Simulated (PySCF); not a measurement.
Working out the ionisation energy of Bi

Bi [Xe] 4f14 5d10 6s2 6p3 (4S) → Bi⁺ [Xe] 4f14 5d10 6s2 6p2 (3P). Calculation: PySCF 2.14, in aug-cc-pVTZ-PP with one added diffuse shell each of d, f type with ECP60MDF (6s5p5d3f, 67 functions); scalar relativity through the core potential. Frozen: 5s2 5p6 5d10. Energies in hartree (1 hartree = 27.21139 eV):

| part | Bi (lower) | Bi⁺ (upper) |
| --- | --- | --- |
| UHF | -213.594299 | -213.292268 |
| CCSD correlation | -0.061006 | -0.047745 |
| (T) | -0.001782 | -0.000919 |

Task: What does Hartree-Fock give?

Result: (-213.292268) − (-213.594299) = 0.302031 hartree = 8.219 eV.

Task: What do CCSD and CCSD(T) give?

Result: The CCSD correlation energies differ by 0.013261 hartree = 0.361 eV and the triples by 0.000863 hartree = 0.023 eV, so CCSD gives 8.580 eV and CCSD(T) 8.603 eV.

Reference: 7.286 eV (measured; NIST Atomic Spectra Database, ionization energies), between the lowest levels; spin-orbit coupling is absent from the calculation.

What remains against the reference includes basis incompleteness, the frozen core and higher excitations.
